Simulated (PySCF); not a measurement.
Simulation results for CH5B2, CH6B3, B2H4NSi

All values are calculated (PySCF 2.14.0). Calculation on a computer-drawn molecule: the log of a Hartree-Fock and frozen-core CCSD(T) single point meant for a local Hartree-Fock minimum, with one planted fault or none, to be diagnosed. Offsets are logged minus clean, where the clean run is the same molecule without the fault. The reference is restricted for singlets and unrestricted otherwise, and also for a bond in bohr or an excited solution. Adding or removing an electron swaps singlet and doublet. The excited solution moves the top pair (singlet) or top alpha electron (doublet) to the lowest empty orbital. Highest occupied and lowest empty are orbital energies over both spins, largest force is the largest gradient component, triples share is (T) over the correlation energy, the T1 limit is 0.02 restricted and 0.045 unrestricted, electrons count all cores, a negative frequency is imaginary (commonest isotopes), and the dipole is about the centre of nuclear charge.

Common to all runs: meant charge 0; meant multiplicity 2; logged SCF converged yes; logged CC converged yes; logged SCF stable within its kind yes; possible faults no fault, one electron removed, one electron added, multiplicity raised by two, geometry at a saddle point, SCF held on an excited solution, minimal basis STO-3G, one bond length entered in bohr, all coordinates scaled.

(1) CH5B2

Logged structure:
```xyz
8
CH5B2
B     -1.0551    -2.1858    -2.0767
B     -0.5054    -1.4282    -0.7650
C      0.1432    -2.1105     0.5160
H     -1.4672    -2.7121    -3.0536
H     -0.6101    -0.2240    -0.7861
H      0.2111    -3.1995     0.4782
H     -0.4319    -1.8362     1.4077
H      1.1522    -1.7121     0.6719
```

* meant basis: cc-pVDZ
* logged electrons: 22
* logged basis functions: 67
* logged spin squared: 0
* logged highest occupied: -0.16743 eV
* logged lowest empty: 8.2017 eV
* logged largest force: 0.043226 hartree/bohr
* logged T1 diagnostic: 0.017246
* logged D1 diagnostic: 0.054455
* logged triples share: 0.032406
* logged dipole magnitude: 3.5046 debye
* logged energy HF: -90.04318 hartree
* logged energy CCSD(T): -90.43006 hartree
* planted fault: one electron added
* HF energy offset from clean run: 17.82 kcal/mol
* CCSD(T) energy offset from clean run: -8.73 kcal/mol

Drawn bonds:
```tsv
atom	other atom	order
1	2	1
2	3	1
1	4	1
2	5	1
3	6	1
3	7	1
3	8	1
```

(2) CH5B2

Structure as in entry 1.

* meant basis: cc-pVDZ
* logged electrons: 20
* logged basis functions: 67
* logged spin squared: 0
* logged highest occupied: -18.473 eV
* logged lowest empty: -6.7013 eV
* logged largest force: 0.056801 hartree/bohr
* logged T1 diagnostic: 0.015107
* logged D1 diagnostic: 0.037961
* logged triples share: 0.026094
* logged dipole magnitude: 5.3146 debye
* logged energy HF: -89.79347 hartree
* logged energy CCSD(T): -90.12002 hartree
* planted fault: one electron removed
* HF energy offset from clean run: 174.5 kcal/mol
* CCSD(T) energy offset from clean run: 185.8 kcal/mol

Drawn bonds:
```tsv
atom	other atom	order
1	2	1
2	3	1
1	4	1
2	5	1
3	6	1
3	7	1
3	8	1
```

(3) CH6B3

Logged structure:
```xyz
10
CH6B3
B     -1.9652    -0.2464    -0.2103
B     -0.9405     0.3138    -1.3194
C      0.6366     0.0492    -1.3420
B      0.9750    -0.7955    -2.6197
H     -2.7352    -0.6180     0.6076
H     -1.4345     0.9723    -2.2024
H      1.0886     1.0447    -1.4484
H      1.3118    -0.8299     0.3978
H      0.9927    -0.2766    -3.7044
H      1.1849    -1.9781    -2.5524
```

* meant basis: cc-pVDZ
* logged electrons: 27
* logged basis functions: 86
* logged spin squared: 1.4559
* logged highest occupied: -8.6533 eV
* logged lowest empty: 1.1691 eV
* logged largest force: 0.020498 hartree/bohr
* logged T1 diagnostic: 0.059437
* logged D1 diagnostic: 0.2546
* logged triples share: 0.038389
* logged dipole magnitude: 1.1477 debye
* logged energy HF: -115.1993 hartree
* logged energy CCSD(T): -115.63392 hartree
* planted fault: one bond length entered in bohr, row 7 of the drawn bonds
* HF energy offset from clean run: 78.05 kcal/mol
* CCSD(T) energy offset from clean run: 79.54 kcal/mol

Drawn bonds:
```tsv
atom	other atom	order
1	2	1
2	3	1
3	4	1
1	5	1
2	6	1
3	7	1
3	8	1
4	9	1
4	10	1
```

Notes: T1 above single-reference limit.

(4) B2H4NSi

Logged structure:
```xyz
8
B2H4NSi
B     -2.3500    -0.4412     0.0147
B     -0.8790     0.2750    -0.0248
N      0.3404    -0.4854     0.0086
Si     1.8628    -0.0850     0.0120
H     -3.4329    -0.9219     0.0425
H     -0.8933     1.4928    -0.0859
H      2.9142    -1.1112     0.0459
H      2.4378     1.2769    -0.0130
```

* meant basis: cc-pV(D+d)Z
* logged electrons: 35
* logged basis functions: 85
* logged spin squared: 0.7735
* logged highest occupied: -7.5064 eV
* logged lowest empty: 1.1116 eV
* logged largest force: 4.607e-05 hartree/bohr
* logged lowest frequency: -107.43 cm⁻¹
* logged T1 diagnostic: 0.021786
* logged D1 diagnostic: 0.078853
* logged triples share: 0.034809
* logged dipole magnitude: 2.4464 debye
* logged energy HF: -394.98829 hartree
* logged energy CCSD(T): -395.44584 hartree
* planted fault: geometry at a saddle point
* HF energy offset from clean run: 7.603 kcal/mol
* CCSD(T) energy offset from clean run: 8.509 kcal/mol

Drawn bonds:
```tsv
atom	other atom	order
1	2	1
2	3	1
3	4	2
1	5	1
2	6	1
4	7	1
4	8	1
```

(5) B2H4NSi

Logged structure:
```xyz
8
B2H4NSi
B      2.1050     0.1047    -0.2160
B      0.5766    -0.1647     0.3879
N      0.0120     0.5797     1.4255
Si    -0.6125     1.3883     2.5965
H      2.8252     0.6140    -1.0161
H     -0.0415    -1.0952    -0.0831
H     -0.4235     1.0508     4.0152
H     -1.4530     2.5795     2.4051
```

* meant basis: cc-pV(D+d)Z
* logged electrons: 35
* logged basis functions: 85
* logged spin squared: 0.7774
* logged highest occupied: -7.9199 eV
* logged lowest empty: 1.6448 eV
* logged largest force: 1.504e-05 hartree/bohr
* logged lowest frequency: 114.78 cm⁻¹
* logged T1 diagnostic: 0.023682
* logged D1 diagnostic: 0.098876
* logged triples share: 0.035031
* logged dipole magnitude: 3.0814 debye
* logged energy HF: -395.0004 hartree
* logged energy CCSD(T): -395.4594 hartree
* planted fault: no fault
* HF energy offset from clean run: 0 kcal/mol
* CCSD(T) energy offset from clean run: 0 kcal/mol

Drawn bonds:
```tsv
atom	other atom	order
1	2	1
2	3	1
3	4	2
1	5	1
2	6	1
4	7	1
4	8	1
```
